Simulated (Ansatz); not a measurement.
Total energies of Al2F2H4O2, SMILES `[F][Al@H-]1[OH+][Al@@H-]([F])[OH+]1`.

| atom | x (Å) | y (Å) | z (Å) |
| --- | --- | --- | --- |
| F1 | 1.908 | -1.739 | 0.152 |
| Al2 | 1.384 | -0.188 | -0.083 |
| O3 | 0.104 | 0.195 | 1.183 |
| Al4 | -1.367 | 0.288 | 0.079 |
| F5 | -2.349 | -1.002 | 0.403 |
| O6 | -0.085 | -0.084 | -1.184 |
| H7 | 2.446 | 0.932 | -0.371 |
| H8 | 0.084 | -0.212 | 2.051 |
| H9 | -2.018 | 1.705 | -0.108 |
| H10 | -0.107 | 0.106 | -2.121 |

The species carries charge 0 and has multiplicity 1. The structure was optimised at the PBE0-D4/def2-TZVP level. Basis def2-TZVPP, the Gaussian-basis code of Ansatz.

RPA on PBE orbitals: Hartree–Fock energy of these orbitals -835.23877 Eh, correlation -1.77181 Eh (frozen core).

```csv
functional,energy without D4 (Eh),D4 term (kJ/mol)
LDA (SPW92),-833.46259,–
PBE,-837.29081,-20.9
revPBE,-837.67967,-58.6
BLYP,-837.89150,-45.4
r2SCAN,-837.72685,-5.0
B97M-V,-837.70091,–
PBE0,-837.34277,-17.7
B3LYP,-837.97984,-33.9
r2SCANh,-837.70351,-5.4
r2SCAN0,-837.66987,-6.0
HSE06 (plane-wave form),-837.31550,-16.6
BHLYP,-837.79857,-27.5
CAM-B3LYP,-837.86154,-18.1
LC-ωPBE,-837.57352,–
ωB97X-V,-837.73200,–
ωB97M-V,-837.80894,–
B2PLYP,-837.50670,–
PBE-QIDH,-837.13924,–
```

B3LYP takes the VWN-RPA correlation (the form of Gaussian; ORCA's B3LYP/G). HSE06 is the plane-wave form, built on full-range PBE exchange. The double hybrids freeze the cores in their second-order part.

LC-ωPBE has ω = 0.4 bohr⁻¹.
